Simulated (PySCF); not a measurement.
Run record for `[Si@H](/C=C/[SiH3])(O)C`: PBE0/def2-SVPD, IEF-PCM acetone, TDA, 1 singlet.

Method: TDA PBE0/def2-SVPD, vertical, IEF-PCM acetone (non-equilibrium linear response), core orbitals frozen in the response (PySCF 2.14.0, density-fitted response routines). Geometry: GFN2-xTB. The input is one job of a driver script: a line of settings, then coordinates in Å.

Command:
```bash
OMP_NUM_THREADS=1 python probes_run.py task.json out
```

Input:
```
{"job": {"kind": "uv", "xc": "PBE0", "basis": "def2-SVPD", "solvent": "acetone", "nstates": 1, "ntriplets": 5, "tda": true}, "charge": 0, "multiplicity": 1}
C     -2.535102    -0.939359    -0.525124
Si    -1.500854     0.296426     0.469514
O     -1.692809     1.708315    -0.326120
C      0.313088    -0.224297     0.530955
C      1.316893     0.411960    -0.071599
Si     3.125271    -0.101175    -0.036716
H     -3.571191    -0.621121    -0.576195
H     -2.511178    -1.922982    -0.067447
H     -2.168534    -1.035888    -1.542821
H     -1.991508     0.434517     1.849353
H     -1.204917     2.487514    -0.076296
H      0.550156    -1.118272     1.095949
H      1.078026     1.304652    -0.642488
H      3.585023    -0.356158    -1.405532
H      3.919057     0.992494     0.535615
H      3.280981    -1.307683     0.777541
```

Output:
```
coarse grid: 13792 points
cycle   1  E = -773.5774702031  dE =  3.088e-01  |g| = 7.253e-01  |ddm| = 5.003e+00
cycle   2  E = -773.4632540197  dE =  1.142e-01  |g| = 1.051e+00  |ddm| = 1.957e+00
cycle   3  E = -773.6842445409  dE = -2.210e-01  |g| = 1.028e-01  |ddm| = 1.102e+00
cycle   4  E = -773.6863036471  dE = -2.059e-03  |g| = 3.537e-02  |ddm| = 1.605e-01
cycle   5  E = -773.6866316890  dE = -3.280e-04  |g| = 5.635e-03  |ddm| = 5.119e-02
cycle   6  E = -773.6866369122  dE = -5.223e-06  |g| = 3.448e-03  |ddm| = 1.100e-02
cycle   7  E = -773.6866400696  dE = -3.157e-06  |g| = 3.354e-04  |ddm| = 4.504e-03
final grid: 122408 points
cycle   8  E = -773.7915481044  dE = -2.272e-05  |g| = 7.577e-03  |ddm| = 9.093e-02
cycle   9  E = -773.7915388868  dE =  9.218e-06  |g| = 1.006e-02  |ddm| = 2.023e-02
cycle  10  E = -773.7915622284  dE = -2.334e-05  |g| = 9.505e-04  |ddm| = 1.089e-02
cycle  11  E = -773.7915624134  dE = -1.850e-07  |g| = 1.040e-04  |ddm| = 1.097e-03
cycle  12  E = -773.7915624160  dE = -2.545e-09  |g| = 2.939e-05  |ddm| = 2.582e-04
cycle  13  E = -773.7915624162  dE = -1.835e-10  |g| = 1.684e-05  |ddm| = 7.807e-05
converged SCF energy = -773.7915624162

Static polarisability (au): isotropic 127.105, principal 109.196 113.295 158.823

Singlet excitations
state   eV       nm        f      main configurations
  1   5.6561    219.2   0.00093   H-1->L 0.97

Triplet excitations (Tamm-Dancoff, eV): 4.1351 4.9869 6.6676 6.8204 6.8689
```

The SCF starts on a coarse grid where the log names one; the energy can jump when the final grid takes over, and dE then counts from the start density on the new grid. H and L stand for HOMO and LUMO; the number after each pair is its weight.

Q: Give the mean polarisability as a volume in Å³, and the ratio of the largest to the smallest principal value.

A: 127.105 au × 0.148185 = 18.84 Å³; 158.823/109.196 = 1.45.

Q: How does the lowest singlet excitation compare with the HOMO–LUMO gap?

A: HOMO -7.81 eV and LUMO -0.69 eV give a gap of 7.12 eV; S1 at 5.66 eV lies 1.46 eV below it.

In short: SCF converged in 13 cycles with 211 basis and 796 fitting functions; HOMO -7.81 eV, LUMO -0.69 eV; lowest singlet 5.66 eV; lowest triplet 4.14 eV (Tamm–Dancoff); mean polarisability 127.1 au.

The species at its GFN2-xTB geometry (one conformer only).

Q: Estimate the wall time. Hardware: Intel Xeon Platinum 8488C, one thread, on a shared host. And the peak memory of the process?

A: About 22 s, with 0.88 GiB resident at the peak, the Python interpreter and its libraries included.

The values belong to the conformer `[CH3:1][Si@H:2]([OH:3])/[CH:4]=[CH:5]/[SiH3:6]`: C1–Si2–C4–C5 111°, H–O3–Si2–C1 -174°.
